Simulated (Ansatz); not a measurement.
Abstraction of H: InH(CH3)Cl + Si(OH)2(SiH3) → In(CH3)Cl + SiH(OH)2(SiH3)

Species: InH(CH3)Cl, singlet; Si(OH)2(SiH3), doublet; In(CH3)Cl, doublet; SiH(OH)2(SiH3), singlet. A radical takes H: the energy is the difference in strength between the In–H bond broken and the Si–H bond made.

Shapes, held fixed at every level: PBE0-D4/def2-TZVP. Flexible molecules stand in one conformer, not always the lowest. Programs: Ansatz 0.2.0. The zero-point and thermal change to 298 K, harmonic and unscaled (PBE0-D4/def2-TZVP), is +5.2 kJ/mol.

```csv
level,kind,ΔH(298 K) (kJ/mol),less CCSD(T)/def2-TZVPP
MP2/def2-SVP,perturbation theory,-96.3,-1.9
PBE-D4/def2-TZVPP,GGA,-89.1,+5.3
BHLYP-D4/def2-TZVPP,global hybrid,-101.6,-7.2
wB97M-V/def2-TZVPP,range-separated hybrid,-93.6,+0.8
wB97X-V/def2-TZVPP,range-separated hybrid,-88.2,+6.2
CCSD(T)/def2-SVP,coupled cluster or CI,-98.6,-4.2
CCSD/def2-SVP,coupled cluster or CI,-98.7,-4.3
CCSD(T)/def2-TZVPP,coupled cluster or CI,-94.4,0.0
```

The highest level, CCSD(T)/def2-TZVPP, gives ΔH(298 K) = -94.4 kJ/mol; the levels span -101.6 to -88.2. The column of differences is taken from that level and isn't an error. No measured value is set beside it here. Open shells run unrestricted. For atoms past krypton def2 sets carry core potentials with scalar relativity. Outer-core shells of In are correlated in most correlated rows, in sets that cover them unevenly.
